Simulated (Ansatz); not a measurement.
`[SiH3][CH]1[GaH][Se]1`, relaxed with RKS PBE0-D4/def2-TZVP in Ansatz 0.2.0 from a GFN2-xTB geometry. The force threshold is 0.005 eV/Å; the program also tests the step.

Charge 0, multiplicity 1.

Start:

```xyz
9

Si   -0.534   -1.148    0.733
C    -0.104    0.068   -0.658
Ga    1.227    1.549   -0.623
Se   -0.971    2.083   -0.275
H    -1.978   -1.258    0.942
H     0.027   -2.429    0.283
H     0.136   -0.687    1.959
H    -0.528   -0.198   -1.628
H     2.725    2.020   -0.734
```

Problem. How much energy does the relaxation release, and in how many steps? (Estimate.)

Solution. Ansatz gave: 0.19 eV, in 8 steps, 1 of them rejected.

Problem. Which bonds change most? (An estimate is asked.)

Solution. Ansatz gave: C2–Se4 from 2.227 to 2.066 Å; C2–Ga3 from 1.991 to 1.939 Å; Si1–C2 from 1.897 to 1.851 Å; Ga3–H9 from 1.574 to 1.533 Å.

Problem. Give the relaxed structure. (An estimate is asked.)

Solution. The calculation gave: 
```xyz
9

Si   -0.501   -1.083    0.676
C    -0.206    0.132   -0.689
Ga    1.223    1.438   -0.591
Se   -0.962    2.005   -0.256
H    -1.950   -1.245    0.975
H     0.062   -2.414    0.306
H     0.183   -0.607    1.909
H    -0.516   -0.177   -1.685
H     2.667    1.952   -0.645
```
